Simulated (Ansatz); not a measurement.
Calculated with Ansatz (gas phase, PBE0-D4/def2-TZVP geometries, no zero-point term in ΔE). CCSD(T)/CBS adds triple-zeta CCSD(T) − MP2 to the extrapolated MP2 energy (def2 sets, frozen cores). This one scheme is used for every species. DFT in def2-TZVPP. For Ge outer-core shells are correlated without core-valence functions, which leaves a few kJ/mol of doubt a bond. Scalar relativity is left out up to krypton. Each species was taken in one conformer, which may not be the lowest.

Reaction (hydrogenolysis of a Ge–O bond): `C[NH][GeH]([F])[O]C` + H₂ → `C[NH][GeH2][F]` + CH₃OH

`C[NH][GeH]([F])[O]C`:

Z-matrix (Å, degrees):
```
C
N 1 1.449
H 1 1.097 2 113.9
H 1 1.093 2 109.8 3 -120.5
H 1 1.093 2 110.3 3 122.0
Ge 2 1.794 1 122.3 3 83.0
H 2 1.009 1 114.1 3 -62.7
O 6 1.756 2 105.1 1 176.0
F 6 1.750 2 113.5 1 -69.7
H 6 1.531 2 112.9 1 49.0
C 8 1.413 6 119.9 2 166.8
H 11 1.092 8 107.6 6 -176.3
H 11 1.094 8 111.9 6 -57.0
H 11 1.097 8 111.8 6 65.1
```

H₂:

```xyz
2

H     0.090   -0.321    0.168
H    -0.090    0.321   -0.168
```

`C[NH][GeH2][F]`:

```xyz
10

C    -1.319   -0.387    0.378
N     0.122   -0.500    0.506
Ge    1.247    0.620   -0.354
F     1.187    0.386   -2.091
H    -1.720   -0.853   -0.530
H    -1.815   -0.837    1.243
H    -1.603    0.668    0.359
H     0.438   -1.454    0.586
H     0.775    2.062   -0.144
H     2.689    0.296    0.048
```

CH₃OH:

```xyz
6

C     0.151    0.116    0.301
O    -0.103    0.058   -1.084
H     0.896    0.897    0.457
H     0.556   -0.825    0.692
H    -0.744    0.380    0.879
H    -0.757   -0.625   -1.245
```

```
             level  ΔE (kJ/mol)
            r2SCAN         27.5
     HF/def2-TZVPP         14.5
SCS-MP2/def2-TZVPP         31.0
    MP2/def2-QZVPP         33.2
```

**Question.** What does CCSD(T)/CBS give? (Estimate.)

**Answer.** The calculation gave: +26.9 kJ/mol. The listed levels differ from it by 0.6, -12.4, 4.1, 6.3 kJ/mol.

Largest T1 diagnostic among the species: 0.011.

In def2-TZVPP, CCSD(T) changes the Hartree–Fock value by +14.3 kJ/mol (the triples alone add +4.2 kJ/mol) and MP2 by +19.9 kJ/mol. The D4 term adds +10.2 kJ/mol with B3LYP and +5.8 kJ/mol with PBE0; it sums over pairs of atoms, weighted by their polarisabilities, and B3LYP, whose exchange is more repulsive, gets the larger term.

B3LYP here is the variant with VWN-RPA as its local correlation; programs differ in this.
